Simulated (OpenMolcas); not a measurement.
# Si: thermal populations, Slater's ratio, the spin-orbit constant, worked from levels

| Property | Result |
| --- | --- |
| Program | OpenMolcas 26.06 |
| Basis | ANO-R2 [5s4p3d1f] |
| Scalar Hamiltonian | X2C, finite nucleus |
| Active space | 4 electrons in 8 orbitals (3s 3p 4s 4p) |
| State averaging | 2S+1 = 3 even, 3 roots; 2S+1 = 1 even, 6 roots; 2S+1 = 5 odd, 1 root; 2S+1 = 3 odd, 8 roots |
| Spin-orbit coupling | state interaction with AMFI integrals over the reference wave functions, term energies averaged over their components |

Methods: CASSCF; SS-CASPT2, IPEA 0.25 Eh, imaginary shift 0.1 Eh (closed shells correlated: 2s 2p). Measured levels: NIST Handbook of Basic Atomic Spectroscopic Data.

**Thermal populations.** Z = Σ (2J + 1) exp(-E/kT) with k = 0.695035 cm-1/K, over the levels below. No other level of either list lies under 39600 cm-1, which is above 7 kT at each temperature.

| Level | 2J + 1 | SS-CASPT2 | measured |
| --- | --- | --- | --- |
| 3s² 3p² ³P₀ | 1 | 0.0 | 0.0 |
| 3s² 3p² ³P₁ | 3 | 62.1 | 77.1 |
| 3s² 3p² ³P₂ | 5 | 181 | 223 |
| 3s² 3p² ¹D₂ | 5 | 6760 | 6299 |
| 3s² 3p² ¹S₀ | 1 | 15520 | 15394 |
| 3s 3p³ ⁵S°₂ | 5 | 30360 | 33326 |

```csv
T (K),"Z, SS-CASPT2","Z, measured levels","Ground level (%), SS-CASPT2","Ground level (%), measured levels"
3000,8.692,8.628,11.5,11.6
5000,9.420,9.452,10.6,10.6
8000,10.372,10.448,9.6,9.6
```

At 8000 K, kT = 5560 cm-1, and the computed levels give Z = 1.000 + 2.967 + 4.840 + 1.482 + 0.061 + 0.021 = 10.372.

**Slater's ratio.** With one set of orbitals, p2 has ¹D - ³P = 6 F2 and ¹S - ¹D = 9 F2 (F2 = F²/25), a ratio of 3/2. Term energies are centres of gravity, weighted by 2J + 1.

| Source | ¹D - ³P | ¹S - ³P | F2 from the first | Ratio |
| --- | --- | --- | --- | --- |
| CASSCF | 8378 | 14650 | 1396 | 0.749 |
| SS-CASPT2 | 6643 | 15397 | 1107 | 1.318 |
| measured | 6149 | 15245 | 1025 | 1.479 |

Energies in cm-1. A ratio away from 3/2 shows effects beyond one configuration with one set of orbitals, and in heavier atoms second-order spin-orbit shifts. In CASSCF the valence s occupation is 1.89 in ¹S against 1.96 in ¹D: mixing out of s² acts most on ¹S and pulls it down.

**The spin-orbit constant.** For the Hund term ³P of p2, E(J) = (A/2) J(J+1) + constant and ζ = 2S·A = 2A. From J = 0 to J = 2 the energy changes by 3 A.

```json
{"Source": "CASSCF", "E(2) - E(0)": "181.8", "A": "60.6", "ζ": "121"}
{"Source": "SS-CASPT2", "E(2) - E(0)": "181.4", "A": "60.5", "ζ": "121"}
{"Source": "measured", "E(2) - E(0)": "223.2", "A": "74.4", "ζ": "149"}
```

All in cm-1. SS-CASPT2 is off by -18.7 % and CASSCF by -18.5 %. Both methods take the spin-orbit matrix elements from the reference wave functions, so the second can move ζ only through the term energies and any multistate remixing. Second-order mixing with other terms is absorbed into this ζ.

CASPT2 does not keep the components of a term degenerate, so their means are used; among the terms shown or strongly mixed into the levels shown the widest spread is 45 cm-1 (3s² 3p² ¹D, SS-CASPT2). Over all roots computed the reference weight is 0.87 to 0.97 in SS-CASPT2; the roots of lowest weight are the least certain, and an intruder state may touch them. Active for correlation alone: 4p 4s; no level in the range computed is led by a configuration that fills them, so any true level of that kind is missing. Terms of s pⁿ other than that of highest spin mix with s² pⁿ⁻² d, which this space lacks; all of them can be thousands of cm-1 off, and some have no real level of that name. Without dynamic correlation excited terms often stand tens of per cent too high (terms of higher spin than the ground term too low), and those without a measured partner can miss by more than the paired ones (holds for CASSCF). Measured partners are found by configuration, term and J. A level has none where our copy of the source lacks it or the pairing is in doubt (some pairs that miss far off the trend of their configuration count as doubtful), and it then counts in no deviation. Levels of configurations outside the active space are missing.

° marks odd parity.
